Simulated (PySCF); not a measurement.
Predicted microwave data (PySCF, PBE0-D3(BJ)/def2-SVP geometry optimisation, gas phase) for one isomer of C3H11PSi2:

```
Rotational constants : A = 2662, B = 1278, C = 1107 MHz
Dipole components    : |μa| = 0.14 D, |μb| = 0.42 D, |μc| = 0.01 D
Inertial defect      : -128.80 u·Å²
κ                    : -0.78
```

Question: Which structure is it? (One computed conformer of each.)
A. `[CH2:1]=[C:2]([CH3:3])[SiH2:4][PH:5][SiH3:6]` with C1–C2–Si4–P5 118°, C2–Si4–P5–Si6 -58°
B. `[SiH3:1][PH:2][SiH2:3][CH:4]1[CH2:5][CH2:6]1` with Si1–P2–Si3–C4 -173°, P2–Si3–C4–C5 -30°
C. `[CH3:1][Si@H:2]1[CH2:3][Si@@H:4]([PH2:5])[CH2:6]1` with C3–Si4–P5–H 180° and -85°, C1–Si2–C3–Si4 102°, Si2–C3–Si4–P5 -97°, C3–Si4–C6–Si2 -14°, C1–Si2–C6–Si4 -102°
D. `[CH3:1][SiH2:2]/[CH:3]=[CH:4]\[SiH2:5][PH2:6]` with C1–Si2–C3–C4 -106°, C3–C4–Si5–P6 61°, C4–Si5–P6–H 165° and 71°
E. `[CH2:1]=[CH:2][CH2:3][SiH2:4][SiH2:5][PH2:6]` with C1–C2–C3–Si4 103°, C2–C3–Si4–Si5 -59°, C3–Si4–Si5–P6 -46°, Si4–Si5–P6–H -166° and -72°

Answer: C. It is C[Si@H]1C[Si@@H](P)C1, an asymmetric top. The candidates at the same level (rigid rotor, commonest isotopes):

| SMILES | A (MHz) | B (MHz) | C (MHz) | μa (D) | μb (D) | μc (D) | Δ (u·Å²) | point group | rotor |
| --- | --- | --- | --- | --- | --- | --- | --- | --- | --- |
| C[Si@H]1C[Si@@H](P)C1 | 2662 | 1278 | 1107 | 0.14 | 0.42 | 0.01 | -128.80 | – | asymmetric top |
| [SiH3]P[SiH2]C1CC1 | 4460 | 857.0 | 783.1 | 0.91 | 0.42 | 0.53 | -57.68 | C1 | near-prolate asymmetric top |
| C=C(C)[SiH2]P[SiH3] | 2263 | 1219 | 1041 | 0.74 | 0.50 | 0.40 | -152.28 | C1 | asymmetric top |
| C=CC[SiH2][SiH2]P | 2011 | 1226 | 936.7 | 0.08 | 0.47 | 0.14 | -124.03 | C1 | asymmetric top |
| C[SiH2]/C=C\[SiH2]P | 2266 | 1144 | 863.5 | 0.18 | 0.25 | 0.96 | -79.58 | C1 | asymmetric top |

`[SiH3]P[SiH2]C1CC1` has A 67 % too high; `C=CC[SiH2][SiH2]P` has A 24 % too low; `C=C(C)[SiH2]P[SiH3]` has A 15 % too low; `C[SiH2]/C=C\[SiH2]P` has C 22 % too low. No structure here is proved a minimum.
